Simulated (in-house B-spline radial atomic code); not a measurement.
Ionisation energies with and without relativity, with size and susceptibility from the Dirac run. Dirac energy differences include first-order Breit, QED and recoil terms. NIST's values go from ground level to ground level; the uncertainty of those that are theory runs from under 0.1 % in few-electron ions to several per cent in heavy many-electron ones. Computed with a B-spline radial code for spherical atoms: non-relativistic Hartree-Fock and Dirac-Hartree-Fock, averages of the configuration (point nuclei without relativity, finite nuclei with it).

```csv
ion,configuration,configuration after,ionisation non-relativistic (eV),ionisation Dirac Breit and QED (eV),tabulated value (eV),tabulated kind,radius at density 0.001 (bohr),diamagnetic susceptibility (10⁻⁶ cm³/mol)
Rh4+,[Kr] 4d5,[Kr] 4d4,61.82,61.12,63,tabulated theory,2.958,-18.079
Pd4+,[Kr] 4d6,[Kr] 4d5,64.75,64.01,61,tabulated theory,2.917,-18.134
Ag4+,[Kr] 4d7,[Kr] 4d6,67.68,66.89,65,tabulated theory,2.873,-18.123
Cd4+,[Kr] 4d8,[Kr] 4d7,?,?,?,tabulated theory,?,?
In4+,[Kr] 4d9,[Kr] 4d8,73.53,72.64,69.3,semi-empirical,2.785,-17.961
Sn4+,[Kr] 4d10,[Kr] 4d9,?,?,?,measured,?,?
Sb4+,[Kr] 4d10 5s1,[Kr] 4d10,51.58,53.40,55,semi-empirical,3.161,-19.709
Te4+,[Kr] 4d10 5s2,[Kr] 4d10 5s1,54.29,56.21,59.3,measured,3.284,-21.228
I4+,[Kr] 4d10 5s2 5p1,[Kr] 4d10 5s2,?,?,?,measured,?,?
Xe4+,[Kr] 4d10 5s2 5p2,[Kr] 4d10 5s2 5p1,52.27,52.67,54.1,semi-empirical,3.452,-24.607
Cs4+,[Kr] 4d10 5s2 5p3,[Kr] 4d10 5s2 5p2,55.41,55.85,56,tabulated theory,3.44,-25.73
Ba4+,[Kr] 4d10 5s2 5p4,[Kr] 4d10 5s2 5p3,58.59,59.08,58,tabulated theory,3.407,-26.585
La4+,[Kr] 4d10 5s2 5p5,[Kr] 4d10 5s2 5p4,61.82,62.36,61.6,semi-empirical,3.364,-27.227
Ce4+,[Kr] 4d10 5s2 5p6,[Kr] 4d10 5s2 5p5,65.09,65.68,65.55,semi-empirical,3.314,-27.7
Pr4+,[Xe] 4f1,[Kr] 4d10 5s2 5p6,60.81,56.31,57.53,semi-empirical,3.274,-27.309
```

Q: Fill in the row of Cd4+.

A: ionisation non-relativistic (eV): 70.60; ionisation Dirac Breit and QED (eV): 69.77; tabulated value (eV): 67.9; radius at density 0.001 (bohr): 2.829; diamagnetic susceptibility (10⁻⁶ cm³/mol): -18.061.

Q: Fill in the row of Sn4+.

A: ionisation non-relativistic (eV): 76.45; ionisation Dirac Breit and QED (eV): 75.52; tabulated value (eV): 77.03; radius at density 0.001 (bohr): 2.741; diamagnetic susceptibility (10⁻⁶ cm³/mol): -17.831.

Q: Fill in the row of I4+.

A: ionisation non-relativistic (eV): 49.16; ionisation Dirac Breit and QED (eV): 49.53; tabulated value (eV): 51.52; radius at density 0.001 (bohr): 3.42; diamagnetic susceptibility (10⁻⁶ cm³/mol): -23.14.
